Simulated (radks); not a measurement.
Question: Ionisation ladder of europium, from Eu XXIII to Eu XLIV. Each ion is in the ground configuration listed by NIST, and IE = E(next ion) - E(this ion). Method: scalar-relativistic Kohn-Sham, BLYP, spin-polarised, spherical densities, finite nucleus; open shells are filled with parallel spins first (spin-orbit coupling, left out, can overturn this in heavy ions); Fermi nuclear charge, rms radius 5.1115 fm; computed with a radial shooting solver on a logarithmic mesh with Libxc functionals.

species         configuration  IE, Delta-SCF (eV)  <r> HOMO (bohr)
Eu XXIII             [Kr] 4d5              716.02            0.567
Eu XXIV              [Kr] 4d4              755.45            0.561
Eu XXV               [Kr] 4d3              795.36            0.555
Eu XXVI              [Kr] 4d2              835.71            0.549
Eu XXVII             [Kr] 4d1              876.43            0.543
Eu XXVIII                [Kr]              1050.3            0.531
Eu XXIX     [Ar] 3d10 4s2 4p5                   ?            0.527
Eu XXX      [Ar] 3d10 4s2 4p4              1132.7            0.523
Eu XXXI     [Ar] 3d10 4s2 4p3                   ?            0.519
Eu XXXII    [Ar] 3d10 4s2 4p2              1228.8            0.516
Eu XXXIII   [Ar] 3d10 4s2 4p1              1271.2            0.512
Eu XXXIV        [Ar] 3d10 4s2              1414.2            0.497
Eu XXXV         [Ar] 3d10 4s1              1463.1            0.494
Eu XXXVI            [Ar] 3d10              2506.4            0.219
Eu XXXVII            [Ar] 3d9              2607.2            0.217
Eu XXXVIII           [Ar] 3d8              2709.1            0.215
Eu XXXIX             [Ar] 3d7              2812.0            0.213
Eu XL                [Ar] 3d6                   ?            0.211
Eu XLI               [Ar] 3d5              3050.7            0.208
Eu XLII              [Ar] 3d4              3159.5            0.206
Eu XLIII             [Ar] 3d3              3269.5            0.204
Eu XLIV              [Ar] 3d2                   ?            0.203

Estimate the withheld Delta-SCF values.

Answer: Eu XXIX: 1091.6 eV (NIST 1078); Eu XXXI: 1185.9 eV (NIST 1167); Eu XL: 2915.7 eV (NIST 2914); Eu XLIV: 3380.3 eV (NIST 3398).
